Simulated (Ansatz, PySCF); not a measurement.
Gas-phase reaction R1 + R2 → P1, each structure at its B3LYP-D3(BJ)/def2-TZVP stationary point, reached from a drawn start (curvature not checked).
R1, C2H4 (SMILES C=C) (charge 0, multiplicity 1):
| atom | x (Å) | y (Å) | z (Å) |
|---|---|---|---|
| C | 0.0000 | 0.0000 | 0.6623 |
| C | 0.0000 | 0.0000 | -0.6623 |
| H | 0.0000 | 0.9216 | 1.2318 |
| H | 0.0000 | -0.9216 | 1.2318 |
| H | 0.0000 | 0.9216 | -1.2318 |
| H | 0.0000 | -0.9216 | -1.2318 |
R2: SiH2 (SMILES [SiH2]), charge 0, multiplicity 1.
P1: C2H6Si (SMILES C1C[SiH2]1), charge 0, multiplicity 1.

P less R. No zero-point or thermal terms.

Cores are frozen in the correlated methods. CBS: X⁻³ extrapolation of the correlation energy, Hartree–Fock from the larger set.

Run with Ansatz (Gaussian basis) for Hartree–Fock, density functionals and correlated methods; PySCF for the D3/D4 terms. No computed number here is a measurement.

PBE/def2-TZVPP gives -2.231 eV for the reaction energy.

**Question.** Where do these levels fall relative to PBE: PBE-D3(BJ)/def2-TZVPP, r2SCAN/def2-TZVPP, PBE0/def2-TZVPP, wB97M-V/def2-TZVPP, B2PLYP/def2-TZVPP, MP2/CBS(cc-pV(T+d)Z, cc-pV(Q+d)Z), CCSD(T)/CBS(cc-pV(T+d)Z, cc-pV(Q+d)Z).

**Answer.** PBE-D3(BJ)/def2-TZVPP -0.068; r2SCAN/def2-TZVPP -0.188; PBE0/def2-TZVPP -0.102; wB97M-V/def2-TZVPP 0.116; B2PLYP/def2-TZVPP 0.221; MP2/CBS(cc-pV(T+d)Z, cc-pV(Q+d)Z) -0.181; CCSD(T)/CBS(cc-pV(T+d)Z, cc-pV(Q+d)Z) 0.110 eV. 3 of 7 lie above PBE; the widest gap is to B2PLYP/def2-TZVPP.

Ansatz is an electronic-structure program.
